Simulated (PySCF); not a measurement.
Ge(F)(Me) (CH₃FGe), SMILES [CH3][Ge][F] (connectivity only; charge and spin as stated), neutral, multiplicity 1. Heavy atoms are numbered as in [Ge:1]([F:2])[CH3:3]. Hydrogens are named by the atom that carries them.

Coordinates come from a B3LYP-D3(BJ)/def2-TZVP optimisation.

Calculation: PySCF with PBE0/pcSseg-2.

GIAO shieldings, no solvent; atoms alike by connectivity are averaged. δ = σ(ref) − σ: ⁷³Ge against GeH4 (σ = 1662.5 ppm); ¹⁹F against CFCl3 (σ = 165.8 ppm); ¹³C against TMS (σ = 186.1 ppm); ¹H against TMS (σ = 31.54 ppm), references at their B3LYP-D3(BJ)/def2-TZVP geometries, non-relativistic.

Question: Estimate the chemical shifts. (An estimate is asked for; the answer gives what the named calculation found.)

Answer: 
```csv
nucleus,atoms,count,δ (ppm)
⁷³Ge,Ge1,1,1370.4
¹⁹F,F2,1,91.0
¹³C,C3 (CH3),1,44.1
¹H,H on C3,3,0.95
```
